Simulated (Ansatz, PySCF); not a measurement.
Reaction (SMILES): [Cl][In][Cl] → [Cl][In][Cl] as singlet, charge -1 (an electron is taken up)
Structures are relaxed separately at B3LYP-D3(BJ)/def2-TZVP in Ansatz (an electronic-structure program). A spin state is the lowest found, not a proven ground state.
Geometry of the first species:
```
In
Cl 1 2.3859
Cl 1 2.3859 2 119.92
```
Charge 0, spin multiplicity 2.

Property: adiabatic electron affinity (0 K, with B3LYP-D3(BJ) harmonic zero-point energies from PySCF), positive where the reaction releases energy, in eV. Cores are frozen in the correlated levels unless marked. UHF or UKS for open shells. Spin-orbit coupling is left out. The frozen core is the preceding noble-gas configuration, with the filled d and f shells of earlier blocks. Past Kr the def2 sets carry scalar-relativistic core potentials. STO-3G rows are all-electron and non-relativistic. Anions need diffuse functions: def2-D sets add few; the other sets have none. 

```tsv
level	program	adiabatic electron affinity (eV)
PBE-D4/def2-TZVPD	Ansatz + dftd4	3.28
PBE0/STO-3G	Ansatz	-1.33
TPSSh/def2-TZVPD	PySCF	3.19
PW6B95/def2-TZVPD	PySCF	3.32
B2GP-PLYP/def2-TZVPD	Ansatz	3.23
SCS-MP2/def2-TZVPP	Ansatz	2.93
```
